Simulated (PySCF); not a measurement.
## TaC⁺: from constants to spectrum

UHF-CCSD(T) constants of TaC⁺, quintet, unpaired electrons σ ↑↑, π ↑, δ ↑ (basis Ta def2-TZVPPD with ECP60, C def2-TZVPPD; scalar-relativistic core potentials; PySCF 2.14; masses 180.9480 and 12.0000 u):

| Property | Result |
| --- | --- |
| ωe | 859.7 cm⁻¹ |
| ωexe | 4.41 cm⁻¹ |
| Be | 0.42118 cm⁻¹ |
| αe | 0.00238 cm⁻¹ |
| D (centrifugal) | 4.04e-07 cm⁻¹ |
| De to Ta⁺ (5d3 6s1) + C | 3.85 eV |

Question: Give the vibrational terms G(v) and spacings up to v = 6.

Answer: G(v) = ωe(v+½) − ωexe(v+½)².

```
v  G(v) (cm⁻¹)  G(v) − G(v−1)  Bv (cm⁻¹)
0        428.7                    0.4200
1       1279.6          850.9     0.4176
2       2121.7          842.1     0.4152
3       2954.9          833.2     0.4128
4       3779.3          824.4     0.4105
5       4594.9          815.6     0.4081
6       5401.7          806.8     0.4057
```

Question: How well does the Morse estimate ωe²/(4ωexe) reproduce De, and what is D0?

Answer: It gives 5.19 eV, 135 % of the computed De. D0 = De − G(0) = 3.85 − 0.05 = 3.80 eV.

Correlated steps freeze 1 core orbital. These are scalar-relativistic numbers at best; spin–orbit coupling would shift them, the dissociation energy most. For an ion De counts to the pair picked by the measured ionisation energies or electron affinities, which need not be the lowest pair at this level. The state is the lowest single determinant that the PBE0 search found; with open d or f shells the true ground state can be another one.
